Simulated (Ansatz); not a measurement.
Basis-set series for `[SiH3]C[SiH2][SbH2]`. The species carries charge 0 and has multiplicity 1. Sb: def2 effective core potential. The structure was optimised at the PBE0-D4/def2-TZVP level. It is one conformer, not always the lowest.

```json
{"atom": "Si1", "x (Å)": "-1.8395", "y (Å)": "-0.2230", "z (Å)": "-0.4038"}
{"atom": "C2", "x (Å)": "-0.2508", "y (Å)": "0.2606", "z (Å)": "-1.2667"}
{"atom": "Si3", "x (Å)": "1.2973", "y (Å)": "-0.1030", "z (Å)": "-0.2690"}
{"atom": "Sb4", "x (Å)": "1.1912", "y (Å)": "1.0791", "z (Å)": "2.0208"}
{"atom": "H5", "x (Å)": "-2.0058", "y (Å)": "0.5924", "z (Å)": "0.8307"}
{"atom": "H6", "x (Å)": "-3.0216", "y (Å)": "0.0038", "z (Å)": "-1.2779"}
{"atom": "H7", "x (Å)": "-1.8028", "y (Å)": "-1.6583", "z (Å)": "-0.0156"}
{"atom": "H8", "x (Å)": "-0.2860", "y (Å)": "1.3324", "z (Å)": "-1.4889"}
{"atom": "H9", "x (Å)": "-0.1829", "y (Å)": "-0.2674", "z (Å)": "-2.2241"}
{"atom": "H10", "x (Å)": "1.4527", "y (Å)": "-1.5738", "z (Å)": "-0.1090"}
{"atom": "H11", "x (Å)": "2.5038", "y (Å)": "0.4163", "z (Å)": "-0.9725"}
{"atom": "H12", "x (Å)": "2.6622", "y (Å)": "0.3383", "z (Å)": "2.4771"}
{"atom": "H13", "x (Å)": "0.2821", "y (Å)": "-0.1974", "z (Å)": "2.6991"}
```

| functional | basis | functions | energy (Eh) | HOMO (eV) | LUMO (eV) |
| --- | --- | --- | --- | --- | --- |
| PBE0-D4 | def2-SVP | 121 | -862.25074 | -7.03 | -0.19 |
| PBE0-D4 | def2-TZVPP | 291 | -862.50787 | -7.07 | -0.41 |
| ωB97M-V | def2-SVP | 121 | -862.39821 | -8.99 | 1.60 |
| ωB97M-V | def2-TZVPP | 291 | -862.66277 | -9.05 | 1.18 |

Question: Give the rows for def2-QZVPP. (Best estimate.)

Answer: Computed: 
| functional | basis | functions | energy (Eh) | HOMO (eV) | LUMO (eV) |
| --- | --- | --- | --- | --- | --- |
| PBE0-D4 | def2-QZVPP | 549 | -862.53180 | -7.08 | -0.51 |
| ωB97M-V | def2-QZVPP | 549 | -862.68548 | -9.06 | 0.92 |

Positive LUMOs are unbound and depend on the basis.
